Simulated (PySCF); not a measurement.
Computed shifts of a molecule C2H5ClFNSi, PBE/pcSseg-1 run with PySCF, GIAO, gas phase, atoms alike by connectivity averaged where their shifts nearly agree, in ppm (number of nuclei): ¹³C: 148.5 (1), 140.6 (1). ²⁹Si: -12.4 (1). ¹⁵N: 41.3 (1). ¹⁹F: -130.9 (1). ¹H: 6.73 (2), 6.46 (1), 1.50 (1), 1.29 (1). References: ¹³C against TMS (σ = 182.0 ppm); ²⁹Si against TMS (σ = 335.4 ppm); ¹⁵N against NH3 (σ = 267.0 ppm); ¹⁹F against CFCl3 (σ = 133.6 ppm); ³⁵Cl against HCl (σ = 936.5 ppm); ¹H against TMS (σ = 31.49 ppm), references at their B3LYP-D3(BJ)/def2-TZVP geometries, non-relativistic (without spin–orbit terms, shifts of atoms bonded to Cl or Br come out too high). The structure is a stationary point at B3LYP-D3(BJ)/def2-SVP. One conformer was computed; it need not be the lowest.

Which structure fits?
(A) F[Si]1(Cl)CNC1
(B) N[Si@H](Cl)/C=C/F
(C) C=C[Si](N)(F)Cl
(D) C/C=N/[Si@@H](F)Cl

C, C=C[Si](N)(F)Cl
